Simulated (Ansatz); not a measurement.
Consider the redistribution: `BOCC` + `S[CH]1[O][Al]1[Cl]` → `CCOBS` + `[Cl][Al]1[CH2][O]1`.

Isolated molecules relaxed with PBE0-D4/def2-TZVP in Ansatz; ΔE leaves out vibrations. CBS: MP2 limit from def2 TZ/QZ plus the TZ coupled-cluster correction, frozen cores. Functionals use def2-TZVPP. One conformer a species, not always the lowest.

`BOCC`:

Z-matrix (Å, degrees):
```
C
O 1 1.421
C 1 1.509 2 110.2
H 1 1.095 2 109.5 3 122.6
H 1 1.094 2 107.0 3 -120.3
B 2 1.339 1 122.3 3 -115.4
H 3 1.092 1 110.8 2 63.5
H 3 1.092 1 110.7 2 -56.7
H 3 1.093 1 110.1 2 -176.6
H 6 1.197 2 117.0 1 179.4
H 6 1.204 2 120.2 1 -0.6
```

`S[CH]1[O][Al]1[Cl]`:

Cartesian coordinates in Å:
```
S 1.448 1.036 0.566
C 0.082 0.383 -0.341
O 0.081 -1.096 -0.588
Al -1.174 -0.742 0.487
Cl -2.702 -1.599 1.571
H 2.360 1.092 -0.428
H -0.096 0.926 -1.267
```

`CCOBS`:

```xyz
12

C     0.470   -1.760    0.352
C    -0.641   -0.788    0.043
O    -0.154    0.281   -0.755
B    -0.070    1.536   -0.284
S     0.601    2.796   -1.393
H     1.251   -1.280    0.946
H     0.081   -2.609    0.917
H     0.921   -2.135   -0.569
H    -1.434   -1.278   -0.529
H    -1.082   -0.389    0.963
H    -0.423    1.820    0.827
H     0.481    3.806   -0.520
```

`[Cl][Al]1[CH2][O]1`:

Cartesian coordinates in Å:
```
Cl -0.565 2.775 -1.134
Al -0.164 0.889 -0.396
C 0.030 -0.728 0.525
O 0.652 -0.532 -0.827
H -0.725 -1.514 0.527
H 0.772 -0.890 1.306
```

| level | ΔE (kJ/mol) | difference from CCSD(T)/CBS |
| --- | --- | --- |
| PBE-D4 | -98.7 | 1.9 |
| r2SCAN-D4 | -104.2 | -3.6 |
| PBE | -99.8 | 0.8 |
| r2SCAN | -104.2 | -3.6 |
| PBE0 | -103.6 | -3.0 |
| MP2/def2-TZVPP | -102.0 | -1.4 |
| CCSD/def2-TZVPP | -104.4 | -3.8 |
| CCSD(T)/def2-TZVPP | -102.8 | -2.2 |
| MP2/def2-QZVPP | -100.4 | 0.2 |
| HF/CBS(def2) | -105.1 | -4.5 |
| CCSD(T)/CBS | -100.6 | 0 |

Largest T1 diagnostic among the species: 0.015.

From PBE to PBE0 (25 % exact exchange), in def2-TZVPP and without D4, ΔE moves by −3.8 kJ/mol. In def2-TZVPP, CCSD(T) changes the Hartree–Fock value by +3.4 kJ/mol (the triples alone add +1.6 kJ/mol) and MP2 by +4.3 kJ/mol.
